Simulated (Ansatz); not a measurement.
CH₅BO₃ (SMILES COB(O)O), singlet, geometry from GFN2-xTB; R2SCAN/def2-TZVPPD (Ansatz, a first-principles code).

Here is a job for Ansatz.
Ansatz 0.2 input:
```yaml
crystal:
  periodic: [false, false, false]
  atoms:
    - {symbol: B, position_ang: [0.01418998, 0.02814444, 0.50381150]}
    - {symbol: O, position_ang: [-0.21440423, -0.55518038, 1.71404321]}
    - {symbol: H, position_ang: [-0.00020355, -0.03296419, 2.48579483]}
    - {symbol: O, position_ang: [0.52346110, 1.29534987, 0.35617885]}
    - {symbol: H, position_ang: [0.71294341, 1.77494457, 1.16047888]}
    - {symbol: O, position_ang: [-0.29856168, -0.71619977, -0.57514783]}
    - {symbol: C, position_ang: [-0.11128416, -0.26471109, -1.89907019]}
    - {symbol: H, position_ang: [0.74936553, -0.78025390, -2.33212961]}
    - {symbol: H, position_ang: [-1.00790193, -0.51803087, -2.46717458]}
    - {symbol: H, position_ang: [0.05859022, 0.81209099, -1.93219955]}
basis:
  gaussian:
    orbitals: def2-TZVPPD.json
hamiltonian:
  xc: r2scan
```
The basis file holds def2-TZVPPD in the JSON format of the Basis Set Exchange.

Q: What does Ansatz print? Leave out banner, timings and long lists.

A: 
```
Functional definition: r2SCAN
1186 factors; their error is unknown
mean field evaluation 1: about -7926.4431 eV, gradient 8.8e1 eV
mean field evaluation 2: about -7904.8329 eV, gradient 1.4e2 eV
mean field evaluation 4: about -7939.1457 eV, gradient 7.8e0 eV
mean field evaluation 8: about -7939.2559 eV, gradient 2.4e-1 eV
mean field evaluation 16: about -7939.2317 eV, gradient 5.8e-4 eV
mean field -7939.23168583 eV, -291.7613830497 hartree, gradient 6.6e-5 eV, S^2 0.000000; 0 other end points of the search recorded, 0 dependent functions left out
reference -7939.23170514 eV, -291.7613837592 hartree; 20, 20 occupied and 259, 259 virtual orbitals, 1186 factors
Total energy: -7939.23170514 eV, -291.7613837592 hartree
```
